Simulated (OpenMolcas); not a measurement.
# Multiplet structure of Ta+

```
Program             : OpenMolcas
Method              : CASSCF
Basis               : ANO-RCC-VQZP [9s8p6d4f3g2h]
Scalar Hamiltonian  : DKH2, point nucleus
Active space        : 4 electrons in 6 orbitals (5d 6s)
State averaging     : 2S+1 = 5 even, 15 roots; 2S+1 = 3 even, 95 roots kept (CI in the orbitals of an earlier block); 2S+1 = 1 even, 77 roots kept (CI in the orbitals of an earlier block)
Spin-orbit coupling : RASSI with atomic mean-field integrals over the reference wave functions, term energies averaged over their components
```

With spin-orbit coupling, above the lowest level:

| Configuration | Term | J | E (cm⁻¹) | Measured (cm⁻¹) | g | Term weight % | Second |
| --- | --- | --- | --- | --- | --- | --- | --- |
| 5d³ 6s | ⁵F | 1 | 0.0 | 0.0 | 0.020 | 96 | 4 ³D(1) |
| 5d³ 6s | ⁵F | 2 | 1113 | 1031 | 1.005 | 96 | 3 ³D(1) |
| 5d³ 6s | ⁵F | 3 | 2731 | 2642 | 1.249 | 98 |  |
| 5d³ 6s | ⁵F | 4 | 4609 | 4416 | 1.344 | 97 |  |
| 5d³ 6s | ³P(1) | 0 | 6329 |  |  | 88 | 7 5d⁴ ⁵D |
| 5d³ 6s | ⁵F | 5 | 6575 | 6187 | 1.389 | 94 | 6 ³G |
| 5d³ 6s | ³P(1) | 1 | 7635 |  | 1.592 | 82 | 11 ⁵P |
| 5d³ 6s | ³P(1) | 2 | 8377 |  | 1.475 | 60 | 20 ⁵P |
| 5d² 6s² | ³F | 2 | 10687 | 3180 | 0.705 | 92 | 3 5d³ 6s ¹D(1) |
| 5d³ 6s | ⁵P | 1 | 12729 |  | 2.299 | 80 | 11 5d⁴ ⁵D |
| 5d² 6s² | ³F | 3 | 12814 | 6831 | 1.066 | 84 | 10 5d³ 6s ³G |
| 5d³ 6s | ⁵P | 2 | 13355 |  | 1.254 | 40 | 32 ¹D(1) |
| 5d⁴ | ⁵D | 0 | 14476 |  |  | 85 | 10 5d³ 6s ³P(1) |
| 5d³ 6s | ⁵P | 3 | 14512 |  | 1.655 | 97 |  |
| 5d² 6s² | ³F | 4 | 14528 | 9746 | 1.211 | 59 | 21 5d³ 6s ³G |
| 5d⁴ | ⁵D | 2 | 14996 |  | 1.367 | 28 | 23 5d³ 6s ⁵P |
| 5d⁴ | ⁵D | 1 | 15087 |  | 1.550 | 78 | 9 5d³ 6s ³P(1) |
| 5d³ 6s | ³G | 3 | 15765 |  | 0.838 | 75 | 12 ³F(1) |
| 5d⁴ | ⁵D | 2 | 16041 |  | 1.479 | 64 | 14 5d³ 6s ⁵P |
| 5d³ 6s | ³G | 4 | 16705 |  | 1.076 | 52 | 19 5d² 6s² ³F |
| 5d⁴ | ⁵D | 3 | 17179 |  | 1.459 | 89 | 4 5d³ 6s ³F(1) |
| 5d³ 6s | ³G | 5 | 17594 |  | 1.159 | 65 | 27 ³H |
| 5d³ 6s | ¹G(1) | 4 | 17917 |  | 0.986 | 62 | 19 ³H |
| 5d³ 6s | ¹D(1) | 2 | 18695 |  | 0.920 | 39 | 38 ³F(1) |
| 5d³ 6s | ³F(1) | 3 | 18967 | 14581 | 1.081 | 72 | 13 ³G |
| 5d⁴ | ⁵D | 4 | 19147 |  | 1.420 | 69 | 16 5d² 6s² ³F |
| 5d³ 6s | ³D(1) | 1 | 19509 |  | 0.742 | 67 | 16 ³P(2) |
| 5d³ 6s | ³H | 4 | 20593 |  | 1.009 | 49 | 28 ³F(1) |
| 5d³ 6s | ³P(2) | 0 | 21483 |  |  | 92 | 5 5d⁴ ⁵D |
| 5d³ 6s | ³H | 5 | 21660 |  | 1.082 | 71 | 26 ³G |
| 5d³ 6s | ³H | 6 | 21779 |  | 1.167 | 100 |  |
| 5d³ 6s | ³D(1) | 2 | 21795 |  | 1.154 | 69 | 10 ³F(1) |
| 5d³ 6s | ³P(2) | 1 | 21807 |  | 1.299 | 74 | 19 ³D(1) |
| 5d³ 6s | ³D(1) | 3 | 22682 |  | 1.314 | 84 | 10 ³F(1) |
| 5d³ 6s | ³P(2) | 2 | 22988 |  | 1.471 | 87 | 5 ³D(1) |
| 5d³ 6s | ³F(1) | 4 | 23120 |  | 1.147 | 49 | 22 ¹G(1) |
| 5d⁴ | ³H | 4 | 28610 |  | 0.890 | 64 | 17 5d³ 6s ¹G(2) |
| 5d³ 6s | ³F(2) | 2 | 29892 |  | 0.691 | 93 | 4 ¹D(3) |
| 5d³ 6s | ³F(2) | 3 | 30603 |  | 1.060 | 89 | 8 5d⁴ ³G |
| 5d⁴ | ³H | 5 | 30616 |  | 1.051 | 88 | 10 ³G |

Against the 8 measured excited levels shown (NIST Handbook of Basic Atomic Spectroscopic Data) the mean absolute deviation is 2900 cm-1; the largest miss in energy is 5d² 6s² ³F₂: computed 10687, measured 3180 cm⁻¹ (+236.1 %).

Spin-orbit coupling puts the lowest level 4503 cm⁻¹ below the lowest spin-free term.

For ⁵F the intervals divided by the larger J are 556.6, 539.2, 469.5, 393.3 cm-1. Landé's interval rule makes them equal in pure LS coupling; they differ by 33 % of their mean. The multiplet is regular.

Without dynamic correlation excited terms often stand tens of per cent too high (terms of higher spin than the ground term too low), and those without a measured partner can miss by more than the paired ones. Terms from blocks run as CI alone lack orbitals of their own. Configurations are named by rounded mean occupations; where the s occupation lies near a half they are strongly mixed, a name can repeat and a true partner stay unpaired. A single d shell beside an s shell can misplace configurations of different d count against each other. Computed and measured levels are paired by configuration, term and J; levels that our copy of the source lacks, or whose pairing is in doubt (as where it misses far off the trend of its configuration), stay unpaired and out of the deviations. Only configurations of the active space appear. The first state left out of the spin-orbit step lies near 46000 cm-1 above the lowest spin-free state of the reference (among the parities and spins computed), and the list stops at four fifths of that energy or lower. The table shows the lowest 40 of 52 levels.

The RASSCF and RASSI steps took 94 s on 1 thread of Arm Neoverse V1, on a shared host; the integral step is not counted.

The term weight is that of the spin-free term in the level, not the purity of its configuration. A number in round brackets counts repeated terms of one configuration in the order of the reference energies.
